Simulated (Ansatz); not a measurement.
```yaml
crystal:
  periodic: [false, false, false]
  atoms:
    - {symbol: Cl, position_ang: [-1.971145, -0.933532, 0.931444]}
    - {symbol: C, position_ang: [-0.871083, 0.121361, 0.030995]}
    - {symbol: C, position_ang: [0.550954, 0.254658, 0.573893]}
    - {symbol: B, position_ang: [0.857101, -0.325333, -0.860392]}
    - {symbol: O, position_ang: [-0.461646, -0.476262, -1.205952]}
    - {symbol: H, position_ang: [-1.413603, 1.046307, -0.159512]}
    - {symbol: H, position_ang: [0.757027, -0.415099, 1.408496]}
    - {symbol: H, position_ang: [0.863477, 1.265604, 0.834462]}
    - {symbol: H, position_ang: [1.777418, -0.584104, -1.570535]}
basis:
  gaussian: {orbitals: cc-pVTZ-PP}
magnetization: {spin_polarized: true, initial_magnetization: 2}
hamiltonian: {xc: {name: r2SCAN}, dispersion: d3bjatm}
scf: {lower_state_search: off}
output: {forces: true}
```

```sh
$ ansatz run in.yaml --threads 2 --pin off --events-out ev --progress --plain --max-ram 4352MiB
```

It prints (some lines left out):

```
Functional definition: r2SCAN
Error: <dir> the basis set cc-pVTZ-PP has no functions for Cl
```

In this input the basis set is misnamed or doesn't suit the job. The program refused the input.
